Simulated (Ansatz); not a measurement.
Start from `N[SiH](F)[O][SbH2]` and change one atom or group to get `N[SiH](F)[O][SnH3]`.

Ansatz, PBE0-D4/def2-TZVP geometries, multiplicity 1. Each molecule was computed in one conformer, which needn't be the lowest.

Elements past krypton have def2 core potentials.

```json
{"property": "HOMO energy (PBE/def2-TZVPP) / eV", "`N[SiH](F)[O][SbH2]`": "-6.31"}
{"property": "HOMO energy (B3LYP/def2-TZVPP) / eV", "`N[SiH](F)[O][SbH2]`": "-7.28"}
{"property": "size of the dipole moment (ωB97M-V/def2-TZVPP) / D", "`N[SiH](F)[O][SbH2]`": "2.58"}
{"property": "LUMO energy (PBE0/def2-TZVPP) / eV", "`N[SiH](F)[O][SbH2]`": "-1.21"}
{"property": "HOMO–LUMO gap (PBE/def2-TZVPP) / eV", "`N[SiH](F)[O][SbH2]`": "4.30"}
{"property": "HOMO–LUMO gap (B3LYP/def2-TZVPP) / eV", "`N[SiH](F)[O][SbH2]`": "5.83"}
```

Q: Give the same properties after the change, and the shifts. (Best estimate.)

A: Ansatz gave: 
```csv
property,`N[SiH](F)[O][SnH3]`,shift
HOMO energy (PBE/def2-TZVPP) / eV,-6.35,-0.04
HOMO energy (B3LYP/def2-TZVPP) / eV,-7.56,-0.28
size of the dipole moment (ωB97M-V/def2-TZVPP) / D,2.79,0.21
LUMO energy (PBE0/def2-TZVPP) / eV,-0.52,0.69
HOMO–LUMO gap (PBE/def2-TZVPP) / eV,5.04,0.74
HOMO–LUMO gap (B3LYP/def2-TZVPP) / eV,6.79,0.96
```

With PBE0 the HOMO falls by 0.37 eV and the LUMO rises by 0.69 eV, so the gap widens by about 1.06 eV. PBE moves the HOMO by -0.04 eV and ωB97M-V by -0.62 eV. Dipoles are sizes alone; their direction can turn.

B3LYP here is the variant with VWN-RPA as its local correlation; programs differ in this.

Spin–orbit coupling is left out; it splits and shifts lone-pair levels of the heavy atoms by tenths of an eV.
